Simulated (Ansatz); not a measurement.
`C=C[SiH2][SiH2]C`, charge 0, multiplicity 1.

Question: Give a relaxed structure at PBE0-D4/def2-TZVP (the Gaussian-basis code of Ansatz). (Estimate.)

Answer: Ansatz gave: 
Z-matrix (Å, degrees):
```
Si
C 1 1.864
Si 1 2.344 2 110.5
H 1 1.490 2 108.7 3 -121.6
H 1 1.492 2 109.7 3 120.0
C 2 1.330 1 123.8 3 112.3
H 2 1.090 1 118.3 3 -66.1
C 3 1.878 1 111.2 2 54.7
H 3 1.491 1 108.8 2 -66.4
H 3 1.492 1 109.5 2 176.5
H 6 1.086 2 121.7 1 1.8
H 6 1.087 2 122.2 1 -178.5
H 8 1.092 3 110.8 1 -179.7
H 8 1.092 3 110.8 1 60.2
H 8 1.092 3 110.7 1 -59.8
```
This is one stationary point; other conformers may exist.
